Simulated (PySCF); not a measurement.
Au(Me)(CNMe) (C3H6AuN), SMILES C[N+]#[C-]->[Au][CH3], multiplicity 1. Heavy atoms are numbered as in [Au:1]([CH3:2])<-[C-:8]#[N+:7][CH3:6]. Hydrogens are named by the atom that carries them.

Geometry optimised at PBE-D3(BJ)/def2-SVP. The spin state was assumed, not searched. The isomer is the one that the SMILES or the coordinates give; other isomers of the formula were not compared. The def2 effective core potentials stand for the cores of Au; spin–orbit coupling is left out.

Calculation: PySCF with HF/def2-TZVP.

ESP charges are fitted to the potential on shells at 1.4 to 2.0 van der Waals radii. Atomic charges (e), one atom of each kind:

```json
[
 {"atom": "Au1", "ESP fit": "0.13", "Mulliken": "0.36", "Löwdin": "0.42"},
 {"atom": "C2 (CH3)", "ESP fit": "-0.70", "Mulliken": "-0.75", "Löwdin": "…"},
 {"atom": "H on C2", "ESP fit": "0.13", "Mulliken": "0.10", "Löwdin": "…"},
 {"atom": "C6 (CH3)", "ESP fit": "-0.52", "Mulliken": "-0.18", "Löwdin": "-0.26"},
 {"atom": "N7", "ESP fit": "0.28", "Mulliken": "-0.20", "Löwdin": "…"},
 {"atom": "C8", "ESP fit": "-0.18", "Mulliken": "-0.01", "Löwdin": "-0.24"},
 {"atom": "H on C6", "ESP fit": "0.20", "Mulliken": "0.16", "Löwdin": "0.13"}
]
```

Task: What belongs in the gaps? (Estimate from the structure and the level; the computed values follow.)

Result: 
- C2 (CH3), Löwdin: -0.78
- H on C2, Löwdin: 0.10
- N7, Löwdin: 0.18
